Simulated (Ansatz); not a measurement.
CH₆BNSi (`B[SiH2]N=C`). Total charge 0; spin multiplicity 1.

Z-matrix (Å, degrees):
```
Si
N 1 1.747
B 1 2.005 2 112.6
H 1 1.502 2 111.4 3 -123.6
H 1 1.491 2 106.9 3 118.9
C 2 1.257 1 124.3 3 120.2
H 3 1.197 1 118.9 2 179.9
H 3 1.194 1 123.4 2 0.1
H 6 1.103 2 124.2 1 0.8
H 6 1.097 2 120.4 1 -179.3
```

Problem. List the harmonic frequencies (cm⁻¹, unscaled) at PBE0-D4/def2-TZVP in Ansatz. (Best estimate.)

Solution. Ansatz gave: 91, 128, 184, 258, 410, 520, 582, 668, 728, 745, 858, 907, 926, 1120, 1165, 1217, 1516, 1762, 2135, 2199, 2588, 2677, 2964, 3064.

Problem. Is this a minimum?

Solution. Yes, all 24 modes are real.

Problem. Give the ideal-gas thermochemistry at 298.15 K and 1 bar (rigid rotor, harmonic oscillator; point group C1, symmetry number 1).

Solution. Zero-point energy 175.9 kJ/mol; H(298) − E = 195.6 kJ/mol; entropy 326.0 J/(mol·K), of which translation 162.0, rotation 105.1, vibration 58.8; G(298) − E = 98.4 kJ/mol. Modes under 100 cm⁻¹ are hindered rotations or soft bends, so the harmonic entropy is rough.

Problem. Rotational constants (cm⁻¹)?

Solution. 0.5181, 0.1114, 0.1008.
